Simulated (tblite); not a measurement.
Compound: C5H9ClOSi.
Numbering: `[CH2:1]=[CH:2][CH2:3][C:4](=[O:5])[SiH2:6][CH2:7][Cl:8]` (hydrogens: H9, H10 on C1; H11 on C2; H12, H13 on C3; H14, H15 on Si6; H16, H17 on C7)

Computed with GFN2-xTB (tblite), gas phase: L-BFGS steps from a force-field or distance-geometry start until the largest atomic force falls under 0.01 eV/Å.

The end geometry, which sets the zero of energy:
```
atom  x, y, z in Å
C1     -2.3208    0.4943   -1.0710
C2     -2.1518   -0.1392    0.0748
C3     -1.2194   -1.2953    0.2693
C4     -0.0179   -0.7593    1.0249
O5      0.0635   -0.8295    2.2284
Si6     1.3628    0.0877   -0.0229
C7      2.5512    0.8834    1.2336
Cl8     3.9006    1.6620    0.3590
H9     -2.9958    1.3278   -1.1636
H10    -1.8051    0.1926   -1.9680
H11    -2.6763    0.1800    0.9650
H12    -0.8967   -1.6924   -0.6924
H13    -1.7085   -2.0705    0.8616
H14     0.7846    1.1037   -0.9000
H15     2.0523   -0.9509   -0.7907
H16     2.9933    0.1570    1.9125
H17     2.0769    1.6607    1.8294
```

**Question.** These geometries come from the run, each turned onto the end geometry. Order them by energy, lowest first.
A.
```
atom  x, y, z in Å
C1     -2.7338    0.4910   -0.9593
C2     -2.2816   -0.1730    0.0912
C3     -1.1256   -1.1427    0.0626
C4     -0.0108   -0.6012    0.9516
O5     -0.0769   -0.4891    2.1264
Si6     1.6012   -0.0819    0.0742
C7      2.6461    0.9116    1.2890
Cl8     4.1438    1.4182    0.4636
H9     -3.5699    1.1678   -0.8654
H10    -2.3076    0.3785   -1.9479
H11    -2.7518   -0.0310    1.0611
H12    -0.7816   -1.3100   -0.9622
H13    -1.4440   -2.1060    0.4687
H14     1.2985    0.7186   -1.1160
H15     2.3323   -1.2723   -0.3671
H16     2.9234    0.3250    2.1604
H17     2.1311    1.8085    1.6189
```
B.
```
atom  x, y, z in Å
C1     -2.7317    0.4887   -0.9553
C2     -2.2833   -0.1812    0.0907
C3     -1.1361   -1.1410    0.0652
C4     -0.0065   -0.6040    0.9358
O5     -0.1047   -0.4997    2.1362
Si6     1.6174   -0.0816    0.0376
C7      2.6411    0.9102    1.2891
Cl8     4.1450    1.4215    0.4699
H9     -3.5638    1.1644   -0.8675
H10    -2.3095    0.3798   -1.9374
H11    -2.7398   -0.0376    1.0581
H12    -0.7785   -1.2960   -0.9523
H13    -1.4512   -2.1036    0.4774
H14     1.2911    0.7296   -1.1223
H15     2.3349   -1.2820   -0.3673
H16     2.9318    0.3283    2.1654
H17     2.1368    1.8162    1.6267
```
C.
```
atom  x, y, z in Å
C1     -2.4380    0.4950   -1.0133
C2     -2.1874   -0.1670    0.1007
C3     -1.1822   -1.2731    0.2169
C4      0.0060   -0.7094    0.9719
O5      0.0739   -0.7513    2.1777
Si6     1.4258    0.0897   -0.0607
C7      2.5468    0.9109    1.2440
Cl8     4.1023    1.3911    0.5124
H9     -3.1757    1.2785   -1.0558
H10    -1.9360    0.2533   -1.9353
H11    -2.7027    0.0873    1.0165
H12    -0.8623   -1.6101   -0.7691
H13    -1.6153   -2.0985    0.7859
H14     0.9000    1.0541   -1.0270
H15     2.1420   -0.9903   -0.7428
H16     2.7870    0.2369    2.0647
H17     2.1087    1.8150    1.6633
```
D.
```
atom  x, y, z in Å
C1     -2.6008    0.4908   -0.9618
C2     -2.2260   -0.1889    0.1050
C3     -1.1467   -1.2270    0.1221
C4     -0.0087   -0.6280    0.9270
O5     -0.0702   -0.5130    2.1289
Si6     1.5383   -0.0030   -0.0397
C7      2.5835    0.9046    1.2669
Cl8     4.1467    1.4024    0.5505
H9     -3.3796    1.2318   -0.9137
H10    -2.1610    0.3192   -1.9297
H11    -2.6616    0.0102    1.0739
H12    -0.8095   -1.4718   -0.8841
H13    -1.5118   -2.1231    0.6288
H14     1.1349    0.8955   -1.1217
H15     2.2492   -1.1724   -0.5613
H16     2.8138    0.2750    2.1247
H17     2.1024    1.8098    1.6340
```
E.
```
atom  x, y, z in Å
C1     -2.3664    0.4944   -1.0427
C2     -2.1607   -0.1604    0.0851
C3     -1.2005   -1.3003    0.2363
C4     -0.0101   -0.7591    1.0063
O5      0.0590   -0.8338    2.2105
Si6     1.3760    0.0999   -0.0238
C7      2.5470    0.9159    1.2379
Cl8     4.0388    1.4414    0.4048
H9     -3.0601    1.3155   -1.1012
H10    -1.8641    0.2234   -1.9571
H11    -2.6706    0.1277    0.9943
H12    -0.8757   -1.6585   -0.7398
H13    -1.6694   -2.1047    0.8062
H14     0.8020    1.1059   -0.9159
H15     2.0762   -0.9412   -0.7780
H16     2.8534    0.2392    2.0332
H17     2.1184    1.8067    1.6936
```

**Answer.** E (0.004 eV), C (0.010 eV), D (0.023 eV), B (0.042 eV), A (0.108 eV).

In the order of the answer:

```tsv
step	E above end (eV)	largest force (eV/Å)	rms force component (eV/Å)	rms distance from end (Å)	rms bond change (Å)	bond most changed (Å)
86	0.004	0.02	0.007	0.105	0.000	Si6–C7 +0.001
63	0.010	0.06	0.019	0.165	0.001	Si6–C7 +0.002
41	0.023	0.07	0.020	0.306	0.001	C7–Cl8 +0.004
4	0.042	0.21	0.066	0.414	0.004	Si6–H14 -0.009
1	0.108	2.30	0.477	0.415	0.011	C4=O5 -0.026
```

What follows is the cost of the whole relaxation. Hardware: an Arm Neoverse V1 with one thread, no GPU (shared host). Cost: 0.96 s wall.
